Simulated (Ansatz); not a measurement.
Born–Oppenheimer molecular dynamics of CH4ClFSi (8 atoms, charge 0, multiplicity 1). It starts from a relaxed structure.

Level of theory: RKS PBE0/def2-SVP (Ansatz 0.2.0).

```json
{"ensemble": "NVT, Langevin thermostat", "time step": "0.5 fs", "steps asked": "150", "set temperature": "2000 K", "friction": "0.001 /fs", "seed": "597076"}
```

First frame:

```xyz
8
Properties=species:S:1:pos:R:3
Si 0.023 0.010 0.002
H -0.101 -0.205 1.464
C 1.762 0.004 -0.628
H 2.243 -0.964 -0.416
H 1.777 0.171 -1.716
H 2.351 0.799 -0.147
Cl -0.893 1.796 -0.466
F -0.813 -1.169 -0.732
```

Q: What does the run give?

A: All steps were run.

| Quantity | Value |
| --- | --- |
| steps done | 150 |
| time covered | 75 fs |
| mean temperature over the second half | 879 K |
| spread of the potential energy over the second half | 27.5 meV per atom |
| mean potential energy of the second half above the start | 102.6 meV per atom |

The mean temperature of the second half is 56 % below the set value. A run of 0.075 ps of so small a system gives no equilibrium averages.

Q: What happens to the structure?

A: The same pairs are bonded in the first frame and the last. Pairs count as bonded within 1.25 times the sum of covalent radii (0.12 Å more for H–H). This is one draw of velocities; another would differ in detail.

Q: How do temperature and energy run in time?

A: 
```
time (fs)  T (K)  potential energy less start (eV)
        0   1750                             0.000
        6   1164                             0.560
       12    817                             0.821
       18   1003                             0.598
       24   1052                             0.569
       30    631                             1.017
       36    627                             1.094
       42    724                             1.046
       48    818                             0.917
       54   1086                             0.635
       60    883                             0.847
       66    684                             0.997
       72   1126                             0.466
```

The run took 7.8 min on 1 thread of Arm Neoverse V1 (shared host), peak memory 0.16 GiB.
